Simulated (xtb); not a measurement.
xtb input (GFN2-xTB):

```bash
xtb mol.xyz --gfn 2 --ohess tight --chrg -1 --uhf 0
```
mol.xyz:
```
7

Si    -0.03563210     0.09287619     0.09591074
O     -0.70265327     1.54837335    -0.39146826
O     -0.85937261    -1.23975561    -0.74309029
O      1.63709675     0.03186276    -0.31536638
H     -0.24033349    -0.09379278     1.52875564
H     -1.77360705    -1.18220036    -0.44533535
H      2.02563190     0.74302626     0.29021838
```

End of the output:

```
         :::::::::::::::::::::::::::::::::::::::::::::::::::::
         :: total free energy         -15.797328713191 Eh   ::
         ::.................................................::
         :: total energy              -15.807238401459 Eh   ::
         :: zero point energy           0.037855135069 Eh   ::
         :: G(RRHO) w/o ZPVE           -0.027945446801 Eh   ::
Note: The following floating-point exceptions are signalling: IEEE_UNDERFLOW_FLAG IEEE_DENORMAL
normal termination of xtb
         :: G(RRHO) contrib.            0.009909688269 Eh   ::
         :::::::::::::::::::::::::::::::::::::::::::::::::::::
imag cut-off (cm-1) :    5.00
 found            1  significant imaginary frequency
 writing imag mode distorted coords to xtbhess.xyz
 for further optimization.

optimized geometry written to: xtbopt.xyz

           -------------------------------------------------
          | TOTAL ENERGY              -15.807238401459 Eh   |
          | TOTAL ENTHALPY            -15.763260568470 Eh   |
          | TOTAL FREE ENERGY         -15.797328713191 Eh   |
          | GRADIENT NORM               0.000258356783 Eh/α |
          | HOMO-LUMO GAP               8.804370788528 eV   |
           -------------------------------------------------

------------------------------------------------------------------------
------------------------------------------------------------------------
 total:
 SCF:
 ANC optimizer:
 analytical hessian:
```

It need not be the lowest isomer of its formula. Whether it binds its extra electron was not tested at this geometry.
